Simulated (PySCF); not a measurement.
Start geometry of `CC1=CC=C(I)C=C1` (p-iodotoluene) from GFN2-xTB (Å):
```
atom  x, y, z in Å
C1    -2.254   -0.208    0.039
C2    -0.788   -0.064    0.021
C3     0.003   -1.186    0.152
C4     1.436   -1.080    0.131
C5     1.982    0.153   -0.045
I6     4.094    0.333   -0.075
C7     1.217    1.292   -0.176
C8    -0.155    1.182   -0.151
H9    -2.590   -1.021    0.664
H10   -2.643   -0.348   -0.969
H11   -2.745    0.721    0.426
H12   -0.427   -2.153    0.297
H13    1.986   -1.955    0.236
H14    1.650    2.265   -0.301
H15   -0.782    2.053   -0.256
```

**Question.** What comes out of this run: PBE0-D3(BJ)/def2-SVP geometry optimisation, gas phase, def2 core potentials past Kr in PySCF?

**Answer.** 
```
atom  x, y, z in Å
C1    -1.7676   -0.3302    0.0086
C2    -0.2717   -0.2336   -0.0638
C3     0.5330   -1.3723    0.0540
C4     1.9209   -1.2980   -0.0413
C5     2.5237   -0.0599   -0.2565
I6     4.6181    0.0679   -0.3964
C7     1.7489    1.0930   -0.3748
C8     0.3627    0.9955   -0.2765
H9    -2.0874   -1.1809    0.6274
H10   -2.2013   -0.4738   -0.9953
H11   -2.2111    0.5846    0.4275
H12    0.0662   -2.3461    0.2268
H13    2.5269   -2.2007    0.0557
H14    2.2203    2.0637   -0.5385
H15   -0.2393    1.9042   -0.3659
```

The energy falls by 0.209 eV over 6 energy and gradient evaluations, the largest force component goes from 0.0673 to 3.1e-04 Eh/bohr, and the atoms move by 0.032 Å rms after alignment. The bond that changes most is C4–H13 (aromatic CH carbon to aromatic hydrogen), which lengthens by 0.053 Å. Bonds longer at the end by more than 0.005 Å: 11 of 15; shorter: 4. Among the angles that change most is C5–C4–H13, from 124.3° to 120.5°. Rotational constants go from 5590, 491.7, 453.2 to 5522, 488.1, 449.7 MHz. The orientation of the end geometry is arbitrary; only internal coordinates are fixed.

The run used 159 basis functions and 47 SCF cycles in all. Hardware: one thread of an Arm Neoverse V1, on a shared host. Cost: 84 s of wall time, 0.69 GiB resident at most.

PBE0-D3(BJ)/def2-SVP frequencies: not computed here.
